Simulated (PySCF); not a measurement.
A TDDFT job was run through a driver script with this input:

```
{"job": {"kind": "uv", "xc": "B3LYP", "basis": "def2-SVPD", "nstates": 8, "ntriplets": 3}, "charge": 0, "multiplicity": 1}
F      1.726890     0.250311    -1.558280
C      1.420807     0.005628    -0.272543
F      2.434805     0.490680     0.460472
F      1.434439    -1.322598    -0.121497
C      0.104324     0.621506     0.120070
C     -1.109452    -0.044711    -0.461560
C     -1.711121    -0.546155     0.614709
Se    -0.473299     0.043974     1.952510
H      0.161585     1.704737    -0.001388
H     -1.369831    -0.087288    -1.503965
H     -2.613722    -1.113413     0.745508
```

The calculation used TDDFT B3LYP/def2-SVPD, vertical, gas phase, core orbitals frozen in the response (PySCF). Job line and output are in the format of a driver script around the code.

**Question.** Give the output without the SCF cycles.

**Answer.** 
```
converged SCF energy = -2854.6949785559

Static polarisability (au): isotropic 73.069, principal 58.324 74.325 86.557

Singlet excitations
state   eV       nm        f      main configurations
  1   3.5132    352.9   0.00022   H->L 0.99
  2   4.9448    250.7   0.04923   H->L+1 0.96
  3   5.3293    232.6   0.01834   H->L+2 0.99
  4   5.9757    207.5   0.02026   H->L+3 0.98
  5   6.0807    203.9   0.00111   H-1->L 0.98
  6   6.5179    190.2   0.02145   H->L+4 0.93
  7   6.5307    189.8   0.01546   H-2->L 0.86
  8   6.7811    182.8   0.02484   H->L+5 0.91

Triplet excitations (Tamm-Dancoff, eV): 3.0682 3.6788 4.9026
```

Geometry: GFN2-xTB; no solvent, vibrations or thermal averaging. Relativistic effects, spin–orbit coupling among them, are left out although an element past zinc is present.

H and L stand for HOMO and LUMO.

The values belong to the conformer `[F:1][C:2]([F:3])([F:4])[C@H:5]1[CH:6]=[CH:7][Se:8]1`: F1–C2–C5–C6 72°.
